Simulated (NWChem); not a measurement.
**Total energies of HGa**

```xyz
2

Ga     0.0000     0.0000     0.0529
H      0.0000     0.0000    -1.6386
```
Charge 0, spin multiplicity 1.

Program: NWChem. The geometry was optimised at B3LYP/def2-SVP, a minimum by its harmonic frequencies.

Basis set: def2-SVP (37 functions).

```json
[
 {"method": "RHF", "total energy (Ha)": "-1923.54953"},
 {"method": "MP2", "total energy (Ha)": "-1923.74487"},
 {"method": "B2PLYP", "total energy (Ha)": "-1924.79667"},
 {"method": "PBE", "total energy (Ha)": "-1924.87232"},
 {"method": "B3LYP", "total energy (Ha)": "-1925.22374"},
 {"method": "BP86", "total energy (Ha)": "-1925.43253"},
 {"method": "CCSD(T)", "total energy (Ha)": "-1923.75733"}
]
```

Total energies of different functionals aren't comparable as a measure of quality: only differences taken within one method are. 

The Hamiltonian is non-relativistic. The correlated methods keep 9 core orbitals frozen. B3LYP has NWChem's definition, with VWN1-RPA local correlation. The structure started from a generated list of species. No row is a measurement; the coupled-cluster row has its own basis-set and correlation limits.
